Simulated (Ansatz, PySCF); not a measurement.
This PySCF input computes a CAM-B3LYP/def2-TZVPD energy:

```python
from pyscf import gto, scf, dft

mol = gto.M(
    atom='''
    C     1.10126503   -0.42590153    0.11882443
    N     0.05902261    0.36914836    0.25462138
    C    -1.13701915    0.20228262   -0.27306636
    H     2.03612484   -0.17060416    0.61036532
    H     1.07185192   -1.35069917   -0.47726420
    H    -1.39316111   -0.65888258   -0.90885189
    H    -1.91344924    0.93786092   -0.08114727
    ''',
    basis='def2-tzvpd',
    charge=-1,
    spin=0,
    verbose=4,
)

mf = dft.RKS(mol, xc='camb3lyp').density_fit(auxbasis='def2-universal-jkfit')
mf.grids.level = 3
mf.conv_tol = 1e-9
mf.max_cycle = 100
mf.max_memory = 1500
mf.kernel()
if not mf.converged:
    mf = mf.newton()
    mf.kernel(mf.make_rdm1())
mf.analyze()
```

Q: Write an input for the same energy in Ansatz (a program for electronic structure) and say what it gives.

A: 
Ansatz 0.2 input:
```yaml
crystal:
  periodic: [false, false, false]
  atoms:
    - {symbol: C, position_ang: [1.10126503, -0.42590153, 0.11882443]}
    - {symbol: N, position_ang: [0.05902261, 0.36914836, 0.25462138]}
    - {symbol: C, position_ang: [-1.13701915, 0.20228262, -0.27306636]}
    - {symbol: H, position_ang: [2.03612484, -0.17060416, 0.61036532]}
    - {symbol: H, position_ang: [1.07185192, -1.35069917, -0.47726420]}
    - {symbol: H, position_ang: [-1.39316111, -0.65888258, -0.90885189]}
    - {symbol: H, position_ang: [-1.91344924, 0.93786092, -0.08114727]}
basis:
  gaussian:
    orbitals: def2-TZVPD
hamiltonian:
  xc: {name: CAM-B3LYP}
total_charge: -1
output: {forces: true}
```
It gives -133.28904 Eh, and PySCF -133.28909 Eh, a difference of 0.05 mEh, from the treatment of integrals and grids.

It need not be the lowest isomer of its formula. Whether it binds its extra electron was not tested at this geometry.
